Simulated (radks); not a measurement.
Values are calculated unless marked as measured or tabulated.
Task: The lead ion Pb3+, [Xe] 4f14 5d10 6s1. Level of theory: non-relativistic Kohn-Sham, exchange-only B88, spin-polarised, spherical densities, point nucleus (a radial shooting solver on a logarithmic mesh with Libxc functionals). Every spin shell is full or empty, so the densities are truly spherical. Functionals are evaluated on that one density, not self-consistently. Rank these exchange functionals by their error against the exact value of the orbitals, and give that value: LDA, PBEsol, RPBE, PW86, AM05, G96, EV93, MVS.

Result: Exact: -358.388 hartree. From best to worst, with 100 (|E| - |E exact|)/|E exact| (equal figures are ties): MVS +0.07, RPBE -0.24, PW86 -0.41, G96 +0.45, EV93 -0.53, PBEsol -1.79, AM05 -3.58, LDA -3.78.
